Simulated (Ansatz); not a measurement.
Reaction (formal exchange of groups at a Te–Si bond): `[SiH3][TeH]` + `NBO` → `NB(O)[TeH]` + SiH₄

Computed with Ansatz on PBE0-D4/def2-TZVP structures; ΔE is electronic, products minus reactants. CCSD(T)/CBS adds triple-zeta CCSD(T) − MP2 to the extrapolated MP2 energy (def2 sets, frozen cores). This one scheme is used for every species. Functionals use def2-TZVPP. B3LYP here is the variant with VWN-RPA as its local correlation; programs differ in this. HSE06 is defined as in plane-wave codes. Elements past krypton have def2 core potentials. For Te outer-core shells are correlated without core-valence functions, which leaves a few kJ/mol of doubt a bond. One conformer a species, not always the lowest.

```
             level  ΔE (kJ/mol)  difference from CCSD(T)/CBS
            PBE-D4         29.1                          2.2
            B97M-V         25.7                         -1.2
           PBE0-D4         30.2                          3.3
          B3LYP-D4         27.9                          1.0
          HSE06-D4         30.5                          3.6
           ωB97X-V         27.6                          0.7
           ωB97M-V         28.1                          1.2
            B2PLYP         28.6                          1.7
          PBE-QIDH         29.0                          2.1
               PBE         31.2                          4.3
            revPBE         32.5                          5.6
            r2SCAN         29.1                          2.2
              PBE0         32.0                          5.1
         CAM-B3LYP         29.2                          2.3
RPA@PBE/def2-TZVPP         21.0                         -5.9
    CCSD/CBS(def2)         28.5                          1.6
       CCSD(T)/CBS         26.9                            0
```

Problem. What do rigid-rotor, harmonic-oscillator terms from PBE0-D4/def2-TZVP frequencies (298.15 K, 1 bar) make of the CCSD(T)/CBS value? (Best estimate.)

Solution. The calculation gave: ΔZPE = -6.4 kJ/mol, ΔH = +21.9 kJ/mol, ΔS = -24 J/(mol·K), ΔG = +29.2 kJ/mol.

Largest T1 diagnostic among the species: 0.012.

At CCSD(T), def2-SVP lies −7.5 kJ/mol from the extrapolated value and def2-TZVPP −3.5 kJ/mol. The D4 term adds −3.5 kJ/mol with B3LYP and −1.8 kJ/mol with PBE0; it sums over pairs of atoms, weighted by their polarisabilities, and B3LYP, whose exchange is more repulsive, gets the larger term.
